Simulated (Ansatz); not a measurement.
```yaml
crystal:
  periodic: [false, false, false]
  atoms:
    - {symbol: C, position_ang: [-0.384689, 1.434950, -0.347594]}
    - {symbol: B, position_ang: [0.057646, 0.017927, -0.143695]}
    - {symbol: C, position_ang: [-0.305748, -0.846937, 1.220942]}
    - {symbol: N, position_ang: [0.722979, -0.546841, -1.234427]}
    - {symbol: H, position_ang: [-0.333994, 2.205820, -1.189617]}
    - {symbol: H, position_ang: [-0.984223, 1.969693, 0.399377]}
    - {symbol: H, position_ang: [-1.268126, -0.804679, 1.368751]}
    - {symbol: H, position_ang: [0.409083, -0.274668, 2.060759]}
    - {symbol: H, position_ang: [0.164353, -1.759012, 1.163284]}
    - {symbol: H, position_ang: [1.168818, -1.448046, -1.167009]}
    - {symbol: H, position_ang: [0.876539, 0.037173, -2.092820]}
basis:
  gaussian: {orbitals: def2-mTZVPP, final_grid: {core_spheres: 8, valence_spheres: 7, degree: 23}}
magnetization: {spin_polarized: true, initial_magnetization: 1}
hamiltonian: {xc: {name: wB97X-V}}
```

```sh
$ ansatz run in.yaml --threads 4 --pin off --events-out ev --progress --plain --max-ram 10444MiB
```

Shortened log:

```
Functional definition: wB97X-V
1102 factors; their error is unknown
252 factors; integrals over basis functions are off by at most 8.8e-6 eV
mean field evaluation 1: about -4348.3941 eV, gradient 3.5e1 eV
mean field evaluation 2: about -4350.7628 eV, gradient 2.7e1 eV
mean field evaluation 4: about -4353.6841 eV, gradient 1.3e0 eV
mean field evaluation 8: about -4353.6941 eV, gradient 5.0e-2 eV
mean field evaluation 16: about -4353.6844 eV, gradient 1.4e-4 eV
mean field -4353.68435347 eV, -159.9949489569 hartree, gradient 4.3e-5 eV, S^2 0.754890; 0 other end points of the search recorded, 0 dependent functions left out
reference -4353.68435195 eV, -159.9949489007 hartree; 16, 15 occupied and 100, 101 virtual orbitals, 1102 factors
Total energy: -4353.68435195 eV, -159.9949489007 hartree
```

It took 2.7 s on 4 threads of an Arm Neoverse V1 on a shared host, with 0.47 GiB of host memory at the peak.
